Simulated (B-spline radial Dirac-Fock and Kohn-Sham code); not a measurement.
**How the settings move the core levels of Gd**

ΔSCF core binding energies without Breit or QED terms, calculated with a radial B-spline solver. Keys: rel is the Hamiltonian (dirac, or spin-free x2c and nr, where L3 and M5 stand for the whole 2p and 3d shells), method is hf or an exchange,correlation pair (spin-unpolarised, also for the hole states), nuc the nuclear model, radius_factor scales its radius, rmax is the box in bohr, h the logarithmic mesh step, order the B-spline order, points the quadrature points per cell, c_factor scales the speed of light, and damp, ndamp, maxit and tol steer the iteration. The run stops when the commutator error falls below 10·tol·max(1, Z/10), or the numerical noise floor, and the energy has settled to about 1e-8 Ha; the virial ratio is −V/T.

Base input:

```json
{"items": [{"Z": 64, "q": 0, "cfg": [[1, 0, 2], [2, 0, 2], [2, 1, 6], [3, 0, 2], [3, 1, 6], [3, 2, 10], [4, 0, 2], [4, 1, 6], [4, 2, 10], [4, 3, 7], [5, 0, 2], [5, 1, 6], [5, 2, 1], [6, 0, 2]], "A": 158, "rrms": 5.1569, "do": "settings", "holes": ["K", "L3", "M5"],
  "settings": [{"rel": "dirac", "method": "hf", "nuc": "fermi", "radius_factor": 1.0, "rmax": 45.0, "h": 0.3, "order": 8, "points": 10, "c_factor": 1.0, "maxit": 60, "damp": 0.5, "ndamp": 3, "tol": 1e-08}]}]}
```

The ground state converged in 13 iterations, with total energy -11274.20573 Ha, virial ratio 1.91726 and highest orbital energy -5.44 eV. ΔSCF binding energies: K (1s) 50463.8 eV, L3 (2p3/2) 7271.0 eV, M5 (3d5/2) 1199.5 eV.

Changes from the base run:

| changed setting | Δ total energy (Ha) | Δ K (eV) | Δ L3 (eV) | Δ M5 (eV) | iterations |
| --- | --- | --- | --- | --- | --- |
| order = 5 | +0.00502 | +0.01 | +0.01 | +0.01 | 13 |
| radius_factor = 0.8; h = 0.4; order = 5 | -0.18548 | +3.32 | +0.15 | +0.17 | 13 |
| damp = 0.0 | 0.00000 | 0.00 | 0.00 | 0.00 | 17 |
| rel = "nr" | ? | ? | ? | ? | ? |
| radius_factor = 0.8 | -0.28098 | +3.18 | -0.02 | -0.01 | 13 |
| nuc = "sphere" | +0.00130 | -0.01 | 0.00 | 0.00 | 13 |
| c_factor = 5.0 | +437.97258 | -2883.85 | -11.71 | +25.80 | 13 |
| method = "b88,lyp"; c_factor = 5.0; damp = 0.2 | +434.09795 | -2856.82 | -43.43 | +17.43 | 14 |
| rel = "nr"; order = 5; c_factor = 5.0 | +454.08389 | -2987.92 | -12.41 | +26.83 | 13 |
| method = "b88,lyp" | -5.84943 | +41.68 | -30.49 | -8.05 | 13 |
| h = 0.18 | -0.00007 | 0.00 | 0.00 | 0.00 | 13 |
| tol = 0.0001 | 0.00000 | 0.00 | 0.00 | 0.00 | 11 |
| damp = 0.2 | 0.00000 | 0.00 | 0.00 | 0.00 | 15 |

Q: What does the change rel = "nr" do?

A: The total energy moves by +454.07867 Ha and the binding energies by K -2987.93 eV, L3 -12.42 eV, M5 +26.82 eV; the run takes 13 iterations.
